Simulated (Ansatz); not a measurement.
Ansatz (a first-principles code) input (r2SCAN/def2-QZVPPD): A basis named .json is the Basis Set Exchange file of that set (core-valence sets with the plain set on hydrogen).

Ansatz 0.2 input:
```yaml
crystal:
  periodic: [false, false, false]
  atoms:
    - {symbol: Ge, position_ang: [-0.00000000, -0.00000000, -0.04867710]}
    - {symbol: H, position_ang: [0.00000000, 0.00000000, 1.55766720]}
basis:
  gaussian:
    orbitals: def2-QZVPPD.json
hamiltonian:
  xc: {name: r2SCAN}
magnetization: {spin_polarized: true, initial_magnetization: 1}
```

Output:

```
Functional definition: r2SCAN
integrals: 0.03 GiB planned
593 factors; their error is unknown
mean field: 0.41 GiB planned
mean field evaluation 1: about -56532.7351 eV, gradient 1.1e1 eV
mean field evaluation 2: about -56532.8684 eV, gradient 1.1e1 eV
mean field evaluation 4: about -56533.2182 eV, gradient 6.2e-1 eV
mean field evaluation 8: about -56533.2152 eV, gradient 1.4e-2 eV
mean field evaluation 16: about -56533.0464 eV, gradient 4.5e0 eV
mean field -56533.21518303 eV, -2077.5573383869 hartree, gradient 4.0e-5 eV, S^2 0.756580; 2 other end points of the search recorded, 0 dependent functions left out
reference -56533.21519643 eV, -2077.5573388792 hartree; 17, 16 occupied and 111, 112 virtual orbitals, 593 factors
Total energy: -56533.21519643 eV, -2077.5573388792 hartree
```
